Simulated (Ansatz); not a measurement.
The same substitution along the group B, Al, In.

Gas-phase electronic energies from Ansatz, PBE0-D4/def2-TZVP geometries. CCSD(T)/CBS adds triple-zeta CCSD(T) − MP2 to the extrapolated MP2 energy (def2 sets, frozen cores). This one scheme is used for every species. Functionals use def2-TZVPP. def2 core potentials past Kr. For In outer-core shells are correlated without core-valence functions, which leaves a few kJ/mol of doubt a bond. Each species was taken in one conformer, which may not be the lowest.

```json
{"reaction": "`BC(C)F` + `N=CO` → `CC(F)OC=N` + BH₃", "CCSD(T)/CBS(def2) (kJ/mol)": "42"}
{"reaction": "`C[CH](F)[AlH2]` + `N=CO` → `CC(F)OC=N` + `[AlH3]`", "CCSD(T)/CBS(def2) (kJ/mol)": "12"}
{"reaction": "`C[CH](F)[InH2]` + `N=CO` → `CC(F)OC=N` + `[InH3]`", "CCSD(T)/CBS(def2) (kJ/mol)": "?"}
```

(1) Fill in the missing values. (An estimate is asked.)

Largest T1 diagnostic: 0.014, for `[InH3]`.

Answers

(1) The calculation gave: `C[CH](F)[InH2]` + `N=CO` → `CC(F)OC=N` + `[InH3]`: +3.6 kJ/mol.
